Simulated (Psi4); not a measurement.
Input file for Psi4: SAPT0/jun-cc-pV(D+d)Z on CH6O2 (a complex), monomers drawn apart or pushed together.

```
memory 1800 MB

molecule dimer {
0 1
O    -0.11369052    0.04845715   -0.30979126
H     0.66019627   -0.16211307   -0.84043802
H     0.09777243   -0.25650983    0.58883937
--
0 1
C     0.25214512    0.76508961    3.33131736
O     0.38510782   -0.52422325    2.72838646
H    -0.73544367    1.19628973    3.14803875
H     1.00072163    1.40367584    2.86737669
H     0.43997967    0.72136488    4.40751166
H    -0.28094921   -1.11366642    3.09703509
units angstrom
symmetry c1
no_reorient
no_com
}

set {
  basis jun-cc-pV(D+d)Z
  scf_type df
  freeze_core true
}

energy('sapt0')
```

Program output:

```
[...]
==> Input File <==

--------------------------------------------------------------------------
memory 1800 MB

molecule dimer {
0 1
O    -0.11369052    0.04845715   -0.30979126
H     0.66019627   -0.16211307   -0.84043802
H     0.09777243   -0.25650983    0.58883937
--
0 1
C     0.25214512    0.76508961    3.33131736
O     0.38510782   -0.52422325    2.72838646
H    -0.73544367    1.19628973    3.14803875
H     1.00072163    1.40367584    2.86737669
H     0.43997967    0.72136488    4.40751166
H    -0.28094921   -1.11366642    3.09703509
units angstrom
symmetry c1
no_reorient
no_com
}

set {
  basis jun-cc-pV(D+d)Z
  scf_type df
  freeze_core true
}

energy('sapt0')
--------------------------------------------------------------------------


   => Loading Basis Set <=

    Name: JUN-CC-PV(D+D)Z
    Role: ORBITAL
    Keyword: BASIS
    atoms 1, 5     entry O          line   256 file jun-cc-pv_dpd_z.gbs
    atoms 2-3, 6-9 entry H          line    60 file jun-cc-pv_dpd_z.gbs
    atoms 4        entry C          line   188 file jun-cc-pv_dpd_z.gbs

   => Loading Basis Set <=

    Name: JUN-CC-PV(D+D)Z
    Role: ORBITAL
    Keyword: BASIS
    atoms 1, 5     entry O          line   256 file jun-cc-pv_dpd_z.gbs
    atoms 2-3, 6-9 entry H          line    60 file jun-cc-pv_dpd_z.gbs
    atoms 4        entry C          line   188 file jun-cc-pv_dpd_z.gbs


  //>>>>>>>>>>>>>>>>>>>>>>>>>>>>>>>>>>>//
  //              Dimer HF             //
  //<<<<<<<<<<<<<<<<<<<<<<<<<<<<<<<<<<<//

   => Libint2 <=

    Primary   basis highest AM E, G, H:  7, 6, 3
    Auxiliary basis highest AM E, G, H:  7, 7, 4
    Onebody   basis highest AM E, G, H:  -, -, -
    Solid Harmonics ordering:            Gaussian


   => Loading Basis Set <=

    Name: JUN-CC-PV(D+D)Z
    Role: ORBITAL
    Keyword: BASIS
    atoms 1, 5     entry O          line   256 file jun-cc-pv_dpd_z.gbs
    atoms 2-3, 6-9 entry H          line    60 file jun-cc-pv_dpd_z.gbs
    atoms 4        entry C          line   188 file jun-cc-pv_dpd_z.gbs


         ---------------------------------------------------------
                                   SCF
               by Justin Turney, Rob Parrish, Andy Simmonett
                          and Daniel G. A. Smith
                              RHF Reference
                        1 Threads,   1716 MiB Core
         ---------------------------------------------------------

  ==> Geometry <==

    Molecular point group: c1
    Full point group: C1

    Geometry (in Angstrom), charge = 0, multiplicity = 1:

       Center              X                  Y                   Z               Mass
    ------------   -----------------  -----------------  -----------------  -----------------
         O           -0.113690520000     0.048457150000    -0.309791260000    15.994914619570
         H            0.660196270000    -0.162113070000    -0.840438020000     1.007825032230
         H            0.097772430000    -0.256509830000     0.588839370000     1.007825032230
         C            0.252145120000     0.765089610000     3.331317360000    12.000000000000
         O            0.385107820000    -0.524223250000     2.728386460000    15.994914619570
         H           -0.735443670000     1.196289730000     3.148038750000     1.007825032230
         H            1.000721630000     1.403675840000     2.867376690000     1.007825032230
         H            0.439979670000     0.721364880000     4.407511660000     1.007825032230
         H           -0.280949210000    -1.113666420000     3.097035090000     1.007825032230

  Running in c1 symmetry.

  Rotational constants: A =      0.89340  B =      0.05463  C =      0.05236 [cm^-1]
  Rotational constants: A =  26783.32412  B =   1637.64092  C =   1569.58014 [MHz]
  Nuclear repulsion =   77.367645231400616

  Charge       = 0
  Multiplicity = 1
  Electrons    = 28
  Nalpha       = 14
  Nbeta        = 14

  ==> Algorithm <==

  SCF Algorithm Type is DF.
  DIIS enabled.
  MOM disabled.
  Fractional occupation disabled.
  Guess Type is SAD.
  Energy threshold   = 1.00e-08
  Density threshold  = 1.00e-08
  Integral threshold = 1.00e-12

  ==> Primary Basis <==

  Basis Set: JUN-CC-PV(D+D)Z
    Blend: JUN-CC-PV(D+D)Z
    Number of shells: 42
    Number of basis functions: 84
    Number of Cartesian functions: 87
    Spherical Harmonics?: true
    Max angular momentum: 2

   => Loading Basis Set <=

    Name: (JUN-CC-PV(D+D)Z AUX)
    Role: JKFIT
    Keyword: DF_BASIS_SCF
    atoms 1, 5     entry O          line   258 file jun-cc-pvdz-jkfit.gbs
    atoms 2-3, 6-9 entry H          line    70 file jun-cc-pvdz-jkfit.gbs
    atoms 4        entry C          line   146 file jun-cc-pvdz-jkfit.gbs

  ==> Integral Setup <==

  DFHelper Memory: AOs need 0.022 GiB; user supplied 1.257 GiB.
  SCF_SUBTYPE=INCORE selected. In-core MEM_DF algorithm will be used.
  Using in-core AOs.

  ==> MemDFJK: Density-Fitted J/K Matrices <==

    J tasked:                   Yes
    K tasked:                 
[...]
751    84A     33.530161

    Final Occupation by Irrep:
              A
    DOCC [     9 ]
    NA   [     9 ]
    NB   [     9 ]

  @DF-RHF Final Energy:  -115.05691294619633

   => Energetics <=

    Nuclear Repulsion Energy =             40.1662389792847350
    One-Electron Energy =                -236.4684729426951719
    Two-Electron Energy =                  81.2453210172140956
    Total Energy =                       -115.0569129461963342

Computation Completed


Properties will be evaluated at   0.000000,   0.000000,   0.000000 [a0]

Properties computed using the SCF density matrix


 Multipole Moments:

 ------------------------------------------------------------------------------------
     Multipole            Electronic (a.u.)      Nuclear  (a.u.)        Total (a.u.)
 ------------------------------------------------------------------------------------

 L = 1.  Multiply by 2.5417464519 to convert [e a0] to [Debye]
 Dipole X            :         -9.9930423            9.4827245           -0.5103178
 Dipole Y            :         -4.6867940            4.9216324            0.2348383
 Dipole Z            :       -104.0327099          104.5679158            0.5352060
 Magnitude           :                                                    0.7758986

 ------------------------------------------------------------------------------------

  Constructing Basis Sets for SAPT...

   => Loading Basis Set <=

    Name: (JUN-CC-PV(D+D)Z AUX)
    Role: RIFIT
    Keyword: DF_BASIS_SAPT
    atoms 1, 5     entry O          line   188 file jun-cc-pvdz-ri.gbs
    atoms 2-3, 6-9 entry H          line    30 file jun-cc-pvdz-ri.gbs
    atoms 4        entry C          line   100 file jun-cc-pvdz-ri.gbs

   => Loading Basis Set <=

    Name: (JUN-CC-PV(D+D)Z AUX)
    Role: JKFIT
    Keyword: DF_BASIS_ELST
    atoms 1, 5     entry O          line   258 file jun-cc-pvdz-jkfit.gbs
    atoms 2-3, 6-9 entry H          line    70 file jun-cc-pvdz-jkfit.gbs
    atoms 4        entry C          line   146 file jun-cc-pvdz-jkfit.gbs


  //>>>>>>>>>>>>>>>>>>>>>>>>>>>>>>>>>>>//
  //               SAPT0               //
  //<<<<<<<<<<<<<<<<<<<<<<<<<<<<<<<<<<<//



        SAPT0
    Ed Hohenstein
     6 June 2009

      Orbital Information
  --------------------------
    NSO        =        84
    NMO        =        84
    NRI        =       279
    NRI (Elst) =       375
    NOCC A     =         5
    NOCC B     =         9
    FOCC A     =         1
    FOCC B     =         2
    NVIR A     =        79
    NVIR B     =        75

    Elst10,r            =    -0.010088094843 [Eh]
    Exch10              =     0.005141228301 [Eh]
    Exch10 (S^2)        =     0.005123118686 [Eh]

    Maxiter = 50
    CPHF R converge = 1.000000E-08

    Iter     Energy [mEh]          dE [mEh]         Residual      Time [s]
       1      -0.60838953       0.608389527     4.120843e-03             0
       2      -0.69866529       0.090275766     1.830103e-03             0
       3      -0.71967053       0.021005235     4.867998e-04             0
       4      -0.71587715      -0.003793380     1.225887e-04             0
       5      -0.71506536      -0.000811789     1.885196e-05             0
       6      -0.71529232       0.000226960     3.655595e-06             0
       7      -0.71526367      -0.000028655     7.288278e-07             0
       8      -0.71526496       0.000001291     1.861850e-07             0
       9      -0.71526551       0.000000559     4.280322e-08             0
      10      -0.71526531      -0.000000205     7.645272e-09             0

    CHF Iterations converged

    Maxiter = 50
    CPHF R converge = 1.000000E-08

    Iter     Energy [mEh]          dE [mEh]         Residual      Time [s]
       1      -1.21434082       1.214340816     6.884876e-03             0
       2      -1.54579690       0.331456088     3.183566e-03             0
       3      -1.59173100       0.045934093     7.802145e-04             0
       4      -1.58336700      -0.008364001     1.942309e-04             0
       5      -1.58186024      -0.001506759     3.739421e-05             0
       6      -1.58238593       0.000525696     6.979444e-06             0
       7      -1.58232916      -0.000056771     1.480650e-06             0
       8      -1.58232973       0.000000567     4.107817e-07             0
       9      -1.58233129       0.000001556     1.047900e-07             1
      10      -1.58233126      -0.000000023     2.505225e-08             1
      11      -1.58233117      -0.000000089     6.797448e-09             1

    CHF Iterations converged

    Ind20,r (A<-B)      =    -0.000715265310 [Eh]
    Ind20,r (B<-A)      =    -0.001582331174 [Eh]
    Ind20,r             =    -0.002297596484 [Eh]
    Exch-Ind20,r (A<-B) =     0.000354362611 [Eh]
    Exch-Ind20,r (B<-A) =     0.000732180332 [Eh]
    Exch-Ind20,r        =     0.001086542943 [Eh]
    Disp20              =    -0.001890736255 [Eh]
    Disp20 (SS)         =    -0.000945368128 [Eh]
    Disp20 (OS)         =    -0.000945368128 [Eh]
    Exch-Disp20         =     0.000284754202 [Eh]
    Exch-Disp20 (SS)    =     0.000163225936 [Eh]
    Exch-Disp20 (OS)    =     0.000121528265 [Eh]

    SAPT Results
  --------------------------------------------------------------------------------------------------------
    Electrostatics                -10.08809484 [mEh]      -6.33037509 [kcal/mol]     -26.48628936 [kJ/mol]
      Elst10,r                    -10.08809484 [mEh]      -6.33037509 [kcal/mol]     -26.48628936 [kJ/mol]

    Exchange                        5.14122830 [mEh]       3.22616947 [kcal/mol]      13.49829304 [kJ/mol]
      Exch10                        5.14122830 [mEh]       3.22616947 [kcal/mol]      13.49829304 [kJ/mol]
      Exch10(S^2)                   5.12311869 [mEh]       3.21480551 [kcal/mol]      13.45074626 [kJ/mol]

    Induction                      -1.85648208 [mEh]      -1.16496009 [kcal/mol]      -4.87419303 [kJ/mol]
      Ind20,r                      -2.29759648 [mEh]      -1.44176356 [kcal/mol]      -6.03233874 [kJ/mol]
      Exch-Ind20,r                  1.08654294 [mEh]       0.68181599 [kcal/mol]       2.85271810 [kJ/mol]
      delta HF,r (2)               -0.64542854 [mEh]      -0.40501252 [kcal/mol]      -1.69457240 [kJ/mol]

    Dispersion                     -1.60598205 [mEh]      -1.00776895 [kcal/mol]      -4.21650530 [kJ/mol]
      Disp20                       -1.89073626 [mEh]      -1.18645491 [kcal/mol]      -4.96412735 [kJ/mol]
      Exch-Disp20                   0.28475420 [mEh]       0.17868596 [kcal/mol]       0.74762205 [kJ/mol]
      Disp20 (SS)                  -0.94536813 [mEh]      -0.59322746 [kcal/mol]      -2.48206368 [kJ/mol]
      Disp20 (OS)                  -0.94536813 [mEh]      -0.59322746 [kcal/mol]      -2.48206368 [kJ/mol]
      Exch-Disp20 (SS)              0.16322594 [mEh]       0.10242582 [kcal/mol]       0.42854964 [kJ/mol]
      Exch-Disp20 (OS)              0.12152827 [mEh]       0.07626014 [kcal/mol]       0.31907242 [kJ/mol]

  Total HF                         -6.80334862 [mEh]      -4.26916571 [kcal/mol]     -17.86218935 [kJ/mol]
  Total SAPT0                      -8.40933068 [mEh]      -5.27693467 [kcal/mol]     -22.07869465 [kJ/mol]

  Special recipe for scaled SAPT0 (see Manual):
    Electrostatics sSAPT0         -10.08809484 [mEh]      -6.33037509 [kcal/mol]     -26.48628936 [kJ/mol]
    Exchange sSAPT0                 5.14122830 [mEh]       3.22616947 [kcal/mol]      13.49829304 [kJ/mol]
    Induction sSAPT0               -1.84491890 [mEh]      -1.15770409 [kcal/mol]      -4.84383391 [kJ/mol]
    Dispersion sSAPT0              -1.60295165 [mEh]      -1.00586735 [kcal/mol]      -4.20854898 [kJ/mol]
  Total sSAPT0                     -8.39473709 [mEh]      -5.26777706 [kcal/mol]     -22.04037921 [kJ/mol]
  --------------------------------------------------------------------------------------------------------



*** Psi4 exiting successfully. Buy a developer a beer!
```

The run finished.

Cost: about 8 core-seconds (a rough figure).
